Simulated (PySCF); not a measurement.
**r2SCAN on Cu³⁺ (copper, charge +3)**

Configuration: [Ar] 3d8, high-spin 3F determinant. All numbers are calculated (PySCF 2.14, the spin-free X2C one-electron Hamiltonian (Gaussian nucleus), in cc-pVTZ-DK (7s6p4d2f1g, 68 functions)).

| Property | Result |
| --- | --- |
| Total energy | -1652.354 hartree |
| One-electron energy | -2258.487 hartree |
| Hartree (Coulomb) energy | 672.982 hartree |
| Exchange-correlation energy | -66.849 hartree |
| ⟨S²⟩ | 2.0009 |
| ⟨L²⟩ | 12.010 |
| Sum of ⟨r⟩ | 14.45 bohr |
| Sum of ⟨r²⟩ | 12.77 bohr² |
| Langevin diamagnetic susceptibility | -10.1 ×10⁻⁶ cm³/mol |
| Time after the integrals | 1.7 s of wall time on 1 thread of Intel(R) Xeon(R) Platinum 8488C (shared host) |

```
shell  electrons  mean orbital energy (eV)  spread (eV)  rms radius, mean of both spins (bohr)
 1s α          1                   -8916.7            0                                 0.0602
 1s β          1                   -8916.7            0                                 0.0602
 2s α          1                   -1120.1            0                                  0.255
 2s β          1                   -1118.4            0                                  0.255
 2p α          3                   -971.35            0                                  0.228
 2p β          3                   -970.03            0                                  0.228
 3s α          1                   -165.99            0                                  0.757
 3s β          1                   -161.99            0                                  0.757
 3p α          3                   -121.56            0                                  0.799
 3p β          3                   -117.77            0                                  0.799
 3d α          5                   -50.382        1.731                                  0.958
 3d β          3                   -48.552            0                                  0.958
```

Densities and radii are taken from the X2C orbitals without a picture-change correction, which distorts them close to the nucleus.
